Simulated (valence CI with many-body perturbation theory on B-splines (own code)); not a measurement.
# Level structure of Nb⁹⁺

Computed by relativistic CI+MBPT: four valence electrons over a frozen Dirac-Fock core [Ar] 3d10, a basis of 11 s, 11 p, 10 d, 8 f, 5 g, 2 h functions for each j, with the one-electron correlation potential Σ1 (screened to all orders), the two-electron term Σ2, the three-electron term Σ3, Breit, model QED; selected single and double excitations, second order for the rest, scaled by the run's own slope (own B-spline code, finite nucleus).

No measured spectrum was set against this ion. As an estimate, levels hold to about 250 cm⁻¹ or 0.2 % of their energy and the worst to 1 %, as in measured heavy ions of charge 2 to 7; those with d or f electrons hold less well. Among the levels kept, up to 740 cm⁻¹ of a level comes from second order outside the variational space, and about a tenth of that is noise between levels of different J, which matters for small intervals.

Levels 136 to 180 of 186, with energies above the lowest level, 4s2.4p2 3P_0. "Leading %" is the weight of the configuration and term that name the level; weights of strongly mixed levels are sums over their largest components and can fall short. In the jj column 3d3/2^4 stands for four electrons in 3d with j = 3/2.

```
No.  Configuration  Term  J  E (eV)  Leading %    Second component                   Leading jj      g
136        4s2.4d2    1G  4   99.94         59   30 % 4s2.4p.4f 1G      4s^2 4d3/2 4d5/2 (44 %)  1.001
137      4s.4p2.5s    5P  2  100.08         96                         4s 4p1/2 4p3/2 5s (90 %)  1.823
138         4p3.4d   3F°  4  100.16         39     37 % 4p3.4d 3G°   4p1/2 4p3/2^2 4d5/2 (54 %)  1.152
139        4s2.4d2    1S  0  100.18         82   10 % 4s.4p2.4d 1S          4s^2 4d5/2^2 (57 %)       
140         4p3.4d   3G°  5  100.58         76  13 % 4s.4p.4d2 3G°   4p1/2 4p3/2^2 4d5/2 (76 %)  1.200
141      4s.4p2.5s    3P  0  100.80         93                             4s 4p1/2^2 5s (59 %)       
142         4p3.4d   1G°  4  100.82         71  12 % 4s.4p2.4f 1G°   4p1/2 4p3/2^2 4d3/2 (36 %)  1.029
143      4s.4p2.5s    5P  3  101.36         92    6 % 4s.4p2.5s 3D     4s 4p1/2 4p3/2 5s (57 %)  1.646
144      4s.4p2.5s    3P  1  101.96         92                         4s 4p1/2 4p3/2 5s (86 %)  1.519
145      4s.4p2.5s    3P  2  103.30         85    5 % 4s.4p2.5s 3D     4s 4p1/2 4p3/2 5s (64 %)  1.462
146         4p3.4d   1D°  2  103.32         60  10 % 4s.4p.4d2 1D°   4p1/2 4p3/2^2 4d3/2 (38 %)  0.995
147         4p3.4d   3D°  1  103.65         52     27 % 4p3.4d 1P°   4p1/2^2 4p3/2 4d3/2 (36 %)  0.727
148      4s2.4p.5d   3F°  2  104.04         60  30 % 4s2.4p.5d 1D°      4s^2 4p1/2 5d3/2 (92 %)  0.802
149         4p3.4d   3P°  1  104.21         38     18 % 4p3.4d 1P°   4p1/2^2 4p3/2 4d5/2 (34 %)  1.206
150      4s2.4p.5d   3D°  2  104.37         44  27 % 4s2.4p.5d 3P°      4s^2 4p1/2 5d5/2 (88 %)  1.202
151         4p3.4d   3P°  0  104.49         78   9 % 4s.4p.4d2 3P°   4p1/2^2 4p3/2 4d3/2 (29 %)       
152      4s2.4p.5d   3D°  1  104.49         58  13 % 4s2.4p.5d 1P°      4s^2 4p1/2 5d3/2 (77 %)  0.748
153      4s2.4p.5d   3F°  3  104.51         38  25 % 4s2.4p.5d 3D°      4s^2 4p1/2 5d5/2 (76 %)  1.140
154         4p3.4d   3F°  2  104.66         55   9 % 4s.4p2.4f 3F°   4p1/2 4p3/2^2 4d3/2 (30 %)  0.718
155         4p3.4d   3F°  3  104.74         48   8 % 4s2.4p.5d 3F°   4p1/2 4p3/2^2 4d5/2 (28 %)  1.094
156         4p3.4d   3D°  2  105.37         47     20 % 4p3.4d 3P°   4p1/2 4p3/2^2 4d5/2 (55 %)  1.228
157         4p3.4d   3F°  4  105.58         61   7 % 4s.4p2.4f 3F°         4p3/2^3 4d5/2 (61 %)  1.235
158         4p3.4d   1P°  1  105.61         35     21 % 4p3.4d 3P°   4p1/2 4p3/2^2 4d5/2 (55 %)  1.146
159      4s.4p2.4f   5G°  2  105.68         49  38 % 4s.4p.4d2 5G°      4s 4p1/2^2 4f5/2 (23 %)  0.392
160         4p3.4d   3P°  2  105.93         59     11 % 4p3.4d 3D°   4p1/2 4p3/2^2 4d5/2 (34 %)  1.384
161      4s.4p2.4f   5G°  3  106.04         53  38 % 4s.4p.4d2 5G°  4s 4p1/2 4p3/2 4f5/2 (26 %)  0.935
162         4p3.4d   3D°  3  106.18         43  17 % 4s.4p2.4f 3D°   4p1/2 4p3/2^2 4d5/2 (40 %)  1.254
163      4s.4p2.5s    3D  1  106.25         88    6 % 4s2.4d.5s 3D     4s 4p1/2 4p3/2 5s (69 %)  0.526
164         4p3.4d   3S°  1  106.25         44     28 % 4p3.4d 3P°   4p1/2 4p3/2^2 4d3/2 (55 %)  1.804
165      4s.4p2.5s    3D  2  106.47         80    5 % 4s2.4d.5s 3D     4s 4p1/2 4p3/2 5s (60 %)  1.181
166      4s.4p2.4f   5G°  4  106.59         55  37 % 4s.4p.4d2 5G°  4s 4p1/2 4p3/2 4f5/2 (21 %)  1.161
167         4p3.4d   3D°  3  106.68         48  14 % 4s.4p2.4f 3D°   4p1/2 4p3/2^2 4d5/2 (20 %)  1.265
168      4s2.4p.5d   1D°  2  106.77         34  28 % 4s2.4p.5d 3D°      4s^2 4p3/2 5d3/2 (74 %)  0.990
169      4s.4p2.5s    3D  3  106.82         85    6 % 4s.4p2.5s 5P         4s 4p3/2^2 5s (54 %)  1.355
170         4p3.4d   3P°  2  106.89         57      7 % 4p3.4d 3D°         4p3/2^3 4d5/2 (37 %)  1.371
171      4s2.4p.5d   3D°  3  107.05         56  34 % 4s2.4p.5d 3F°      4s^2 4p3/2 5d5/2 (51 %)  1.238
172      4s2.4p.5d   3F°  4  107.28         94                          4s^2 4p3/2 5d5/2 (94 %)  1.251
173      4s.4p2.4f   5G°  5  107.34         58  38 % 4s.4p.4d2 5G°  4s 4p1/2 4p3/2 4f7/2 (40 %)  1.266
174      4s2.4p.5d   3P°  2  107.52         62  18 % 4s2.4p.5d 3D°      4s^2 4p3/2 5d5/2 (72 %)  1.377
175      4s2.4p.5d   3P°  1  107.54         58  21 % 4s2.4p.5d 3D°      4s^2 4p3/2 5d3/2 (86 %)  1.231
176         4p3.4d   3D°  2  107.70         26  21 % 4s.4p2.4f 3D°   4p1/2 4p3/2^2 4d5/2 (38 %)  1.175
177      4s2.4p.5d   3P°  0  107.78         82     10 % 4p3.4d 3P°      4s^2 4p3/2 5d3/2 (82 %)       
178      4s2.4p.5d   1F°  3  107.86         75  11 % 4s2.4p.5d 3F°      4s^2 4p3/2 5d3/2 (53 %)  1.037
179         4p3.4d   3P°  1  107.88         55     10 % 4p3.4d 3S°         4p3/2^3 4d5/2 (28 %)  1.486
180      4s.4p2.5s    1D  2  108.10         80    6 % 4s.4p2.5s 3P         4s 4p3/2^2 5s (48 %)  1.046
```

Names give the largest LS component (configuration and term), which can be under half, so a name can repeat, a term be missing and a line seem to break the LS rules; names also repeat where a configuration has a term twice.

Where two levels of one J and parity lie close, their mixing, g and order are uncertain.
